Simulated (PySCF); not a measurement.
Electron correlation in Ga (gallium, neutral)

Starting occupation: [Ar] 3d10 4s2 4p1, 4p3/2 with m_j = +3/2. Computed with PySCF 2.14 in x2c-TZVPall-2c with one added diffuse shell each of s, p, d type (7s8p5d1f, 63 functions), with X2C-1e with screened-nucleus spin-orbit coupling, Gaussian nucleus. Frozen: [Ne]; 21 electrons correlated.

MP2 pair energies summed by pair of shells (mhartree):

```tsv
pair	energy	share (%)
3d3/2-3d5/2	-66.26	18.6
3d5/2-3d5/2	-45.40	12.7
3d5/2-3p3/2	-37.10	10.4
3d3/2-3p3/2	-25.05	7.0
4s1/2-4s1/2	-20.33	5.7
3d5/2-3p1/2	-19.19	5.4
3d3/2-3d3/2	-18.46	5.2
4p3/2-4s1/2	-15.76	4.4
3p1/2-3p3/2	-14.15	4.0
3d5/2-4s1/2	-12.96	3.6
3d5/2-3s1/2	-12.95	3.6
3p3/2-3p3/2	-12.50	3.5
3d3/2-3p1/2	-11.98	3.4
3p3/2-3s1/2	-8.75	2.5
3d3/2-3s1/2	-8.55	2.4
3d3/2-4s1/2	-8.44	2.4
3p1/2-3s1/2	-4.42	1.2
3d5/2-4p3/2	-3.26	0.9
3p1/2-3p1/2	-2.79	0.8
3p3/2-4s1/2	-2.42	0.7
3d3/2-4p3/2	-1.98	0.6
3s1/2-3s1/2	-1.72	0.5
3p1/2-4s1/2	-1.16	0.3
3s1/2-4s1/2	-0.50	0.1
3p3/2-4p3/2	-0.42	0.1
3p1/2-4p3/2	-0.23	0.1
3s1/2-4p3/2	-0.11	0.0
```

Total MP2 correlation energy: -356.84 mhartree.

This basis was not built for core-valence correlation, so the inner-shell part is incomplete.
